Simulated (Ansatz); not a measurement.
Relaxation of C3H8FNSSi (15 atoms, charge 0, multiplicity 1), to a largest force component of 0.015 eV/Å in at most 40 steps.

Theory: RKS B3LYP-D4/def2-SVP in Ansatz.

```xyz
15
Properties=species:S:1:pos:R:3
N -2.386 0.783 -0.460
C -1.830 -0.166 0.384
F -1.843 0.378 1.615
C -0.374 -0.470 -0.105
C 0.683 -0.298 0.586
Si 2.385 -0.633 0.047
S 3.081 1.050 -1.067
H -3.299 1.067 -0.063
H -1.885 1.697 -0.307
H -2.431 -1.071 0.440
H -0.417 -0.895 -1.087
H 0.649 0.132 1.623
H 3.231 -0.834 1.194
H 2.370 -1.823 -0.824
H 2.043 1.032 -1.946
```

Question: Where does it end, and by what steps?

Answer: The forces met the threshold. The force dipped under the threshold on the way, but the program's further checks kept it going. After 18 steps the energy has fallen by 0.694 eV; H15 moved furthest, 0.80 Å.

```tsv
step	energy less start (eV)	largest force component (eV/Å)	accepted
0	0.0000	5.056	yes
1	-0.5242	1.605	yes
2	-0.6106	0.512	yes
3	-0.6454	0.350	yes
4	-0.6288	1.047	no
5	-0.6619	0.148	yes
6	-0.6689	0.092	yes
7	-0.6781	0.120	yes
8	-0.6822	0.130	yes
9	-0.6862	0.162	yes
10	-0.6866	0.153	yes
11	-0.6911	0.133	yes
12	-0.6920	0.100	yes
13	-0.6929	0.049	yes
14	-0.6935	0.046	yes
15	-0.6937	0.033	yes
16	-0.6938	0.013	yes
17	-0.6938	0.015	no
18	-0.6939	0.006	yes
```

```xyz
15
Properties=species:S:1:pos:R:3
N -2.571 0.560 -0.487
C -1.837 -0.099 0.529
F -1.678 0.683 1.686
C -0.481 -0.517 0.022
C 0.685 -0.161 0.580
Si 2.338 -0.673 -0.112
S 3.515 1.040 -0.720
H -3.507 0.815 -0.177
H -2.090 1.398 -0.813
H -2.406 -0.991 0.852
H -0.521 -1.147 -0.874
H 0.644 0.474 1.473
H 3.193 -1.327 0.918
H 2.100 -1.610 -1.248
H 2.595 1.504 -1.599
```

Whether the end is a true minimum wasn't checked by a vibrational analysis.

Run time: 2.8 min on 2 threads of Intel(R) Xeon(R) Platinum 8259CL CPU @ 2.50GHz (Skylake/Cascade Lake), with other jobs on the host, peak memory 0.46 GiB.
